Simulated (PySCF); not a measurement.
First SCF of a structure search on triplet FRuN, at a hand-made linear geometry. PySCF input:

```python
from pyscf import gto, scf, dft
mol = gto.M(atom='''
Ru     0.000000     0.000000     0.000000
N      0.000000     0.000000    -1.740000
F      0.000000     0.000000     1.890000''',
    basis={'Ru': 'def2-TZVP', 'N': 'def2-TZVP', 'F': 'def2-TZVP'},
    ecp={'Ru': 'def2-TZVP'},
    charge=0, spin=2)
mf = dft.UKS(mol, xc='PBE0')
mf.grids.atom_grid = (50, 194)
aux = {'Ru': 'def2-universal-JKFIT', 'N': 'def2-universal-JKFIT', 'F': 'def2-universal-JKFIT'}
mf = mf.density_fit(auxbasis=aux)
mf.conv_tol = 1e-08
mf.diis_space = 10
mf.max_cycle = 60
mf.init_guess = 'minao'
mf.verbose = 4
mf.kernel()
```

Excerpt of the output (cycles alone):

```
init E= -241.334965613481
cycle= 1 E= -247.968982331273  delta_E= -6.63  |g|= 1.71  |ddm|= 3.34
cycle= 2 E= -237.723482304599  delta_E= 10.2  |g|= 4.04  |ddm|= 11.5
cycle= 3 E= -249.103082312268  delta_E= -11.4  |g|= 0.58  |ddm|= 11.5
cycle= 4 E= -248.819436536364  delta_E= 0.284  |g|= 1.17  |ddm|= 1.04
cycle= 5 E= -249.202646748344  delta_E= -0.383  |g|= 0.525  |ddm|= 0.361
cycle= 6 E= -249.25902113343  delta_E= -0.0564  |g|= 0.374  |ddm|= 0.199
cycle= 7 E= -249.294161614968  delta_E= -0.0351  |g|= 0.231  |ddm|= 0.0955
cycle= 8 E= -249.31260945472  delta_E= -0.0184  |g|= 0.0917  |ddm|= 0.151
cycle= 9 E= -249.316711612411  delta_E= -0.0041  |g|= 0.014  |ddm|= 0.0597
cycle= 10 E= -249.317421032601  delta_E= -0.000709  |g|= 0.00943  |ddm|= 0.0338
cycle= 11 E= -249.318162202304  delta_E= -0.000741  |g|= 0.00828  |ddm|= 0.0399
cycle= 12 E= -249.319719498312  delta_E= -0.00156  |g|= 0.00732  |ddm|= 0.175
cycle= 13 E= -249.319762772867  delta_E= -4.33e-05  |g|= 0.00129  |ddm|= 0.0146
cycle= 14 E= -249.319758419773  delta_E= 4.35e-06  |g|= 0.000944  |ddm|= 0.00951
cycle= 15 E= -249.319765372117  delta_E= -6.95e-06  |g|= 0.000251  |ddm|= 0.0112
cycle= 16 E= -249.319765611326  delta_E= -2.39e-07  |g|= 7.18e-05  |ddm|= 0.00235
cycle= 17 E= -249.319765654501  delta_E= -4.32e-08  |g|= 1.88e-05  |ddm|= 0.000692
cycle= 18 E= -249.319765654929  delta_E= -4.28e-10  |g|= 2.28e-05  |ddm|= 0.000156
Extra cycle  E= -249.319765655959  delta_E= -1.03e-09  |g|= 4.3e-05  |ddm|= 5.79e-05
converged SCF energy = -249.319765655959  <S^2> = 2.3335669  2S+1 = 3.2146956
```

No lower solution of this spin was found from smeared starts or by a stability analysis within the unrestricted form.

With open d or f shells other occupations or spin states may lie lower.

The search for the lowest solution, 3 starts and the stability check together, took 9.5 s on 4 threads of a shared Arm Neoverse V1 host, with 102 basis functions; the process peaked at 0.4 GiB.
